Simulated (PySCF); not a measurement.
F₃H₂HfN, multiplicity 1. Atoms are numbered in the order given.

```xyz
7

Hf     0.0303     0.0157     0.0000
F      0.4597     0.9451     1.6294
F      0.4597     0.9451    -1.6294
F      0.9418    -1.6832     0.0000
N     -1.9726    -0.3048     0.0000
H     -2.5618    -0.4300     0.8314
H     -2.5618    -0.4300    -0.8314
```
Charge 0, spin multiplicity 1.

Geometry: PBE-D3(BJ)/def2-SVP. The multiplicity is an assumed one; no other spin state was optimised. The structure was generated by enumeration; whether it is a known compound was not checked. The def2 effective core potentials stand for the cores of Hf; spin–orbit coupling is left out. Other conformers were not sampled.

Computed with PySCF with HF/def2-TZVP.

ESP charges are fitted to the potential on shells at 1.4 to 2.0 van der Waals radii. Atomic charges (e):

```json
[
 {"atom": "Hf1", "ESP fit": "2.14", "Mulliken": "2.06"},
 {"atom": "F2", "ESP fit": "-0.54", "Mulliken": "-0.55"},
 {"atom": "F3", "ESP fit": "-0.54", "Mulliken": "-0.55"},
 {"atom": "F4", "ESP fit": "-0.56", "Mulliken": "-0.55"},
 {"atom": "N5", "ESP fit": "-1.45", "Mulliken": "-0.94"},
 {"atom": "H6", "ESP fit": "0.47", "Mulliken": "0.27"},
 {"atom": "H7", "ESP fit": "0.47", "Mulliken": "0.27"}
]
```
